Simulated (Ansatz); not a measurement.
Mulliken charges of `C[O][Ge]([F])([Cl])[SeH]` from r2SCAN/def2-TZVPP in Ansatz (PBE0-D4/def2-TZVP geometry).

```tsv
atom	x (Å)	y (Å)	z (Å)	charge (e)
C1	0.560	0.229	1.579	-0.007
O2	-0.154	0.650	0.424	-0.394
Ge3	-0.378	-0.456	-0.908	0.922
F4	1.195	-1.049	-1.316	-0.356
Cl5	-1.472	-2.191	-0.331	-0.280
Se6	-1.414	0.614	-2.673	-0.194
H7	0.052	-0.599	2.082	0.070
H8	1.581	-0.074	1.331	0.080
H9	0.598	1.081	2.258	0.068
H10	-0.568	1.795	-2.446	0.090
```

Problem. By hand: the dipole of these point charges (1 e Å = 4.8032 D).

Solution. Σ q r = (0.089, 0.377, 0.250) e Å, of length 0.461 e Å = 2.21 D.

Problem. How does the dipole of the full density compare? (Best estimate.)

Solution. Ansatz gave: (-0.007, 0.300, 0.134) e Å, 1.58 D; the point charges give 1.40 times that, at 16° from its direction.

Point charges leave out the atoms' own dipoles, such as those of lone pairs, and Mulliken's split depends on the basis, so the two needn't agree.
